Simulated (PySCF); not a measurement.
# Structure elucidation problem

Molecular formula: C3H3F3O2. Simulated spectra:

$^{1}$H NMR (500 MHz, computed): δ 5.99 (br s, 1H), 2.84 (q, J = 10.1 Hz, 2H).

$^{13}$C{$^{1}$H} NMR (computed): δ 167.8 (C, q, J = 3.6 Hz), 128.8 (C, q, J = 344.4 Hz), 42.3 (CH2, q, J = 34.3 Hz).

Computed data (PySCF 2.14): GIAO PBE0/pcSseg-1 shieldings, coordinates at the PBE0-D3(BJ)/def2-SVP level, couplings computed with B3LYP/pcJ-1 (spin–dipole term only in couplings to heteroatoms). One conformer, non-relativistic Hamiltonian, equivalent nuclei averaged, no solvent.

Chemical shifts δ = σref − σ; TMS for $^{1}$H (σ = 31.27 ppm) and $^{13}$C (σ = 184.41 ppm), all at this level.

Q: What is the structure?

A: 
- Rings plus π bonds: 1 (no ring in the answer).
- 3 carbon signals for 3 carbons: no two carbons are equivalent.
- Carbon types of the structure: 2 × C, 1 × CH2, leaving 1 H on heteroatoms.
- δC 167.8: carboxylic acid carbon; lone-pair donation from the attached heteroatom keeps it upfield of a ketone carbonyl.
- δC 128.8: CF3 carbon; 3 electronegative neighbours deshield it.
- δC 42.3: sp3 CH2 α to a carbonyl; α to the electron-withdrawing carbonyl group.
- δH 5.99: hydrogen on an acid hydroxyl oxygen; exchangeable; this is the value without hydrogen bonding to other molecules.
- δH 2.84: hydrogen on an sp3 CH2 α to a carbonyl; α to C=O.

The compound is `O=C(O)CC(F)(F)F`.

The shifts were computed for this structure.

Exchangeable OH/NH protons stand at their gas-phase positions; hydrogen bonding in a real sample shifts them, mostly to higher δ. Common functionals overestimate the size of one-bond C–F couplings by tens of Hz; these are unscaled. Multiplet labels drop couplings under 1 Hz and merge nearly equal ones. Shifts are as computed. Against solution values, carbons near 30 ppm lie about +2 ppm off and those near 130 ppm about +5 ppm. Of 1211 compounds with measured shifts, 218 miss one by over three times the rms of a fit or turn the order of signals round; such compounds aren't used in these exercises. Hydrogen bonding in solution deshields acid and N–H amide carbonyl carbons by as much as 10 ppm beyond these values.
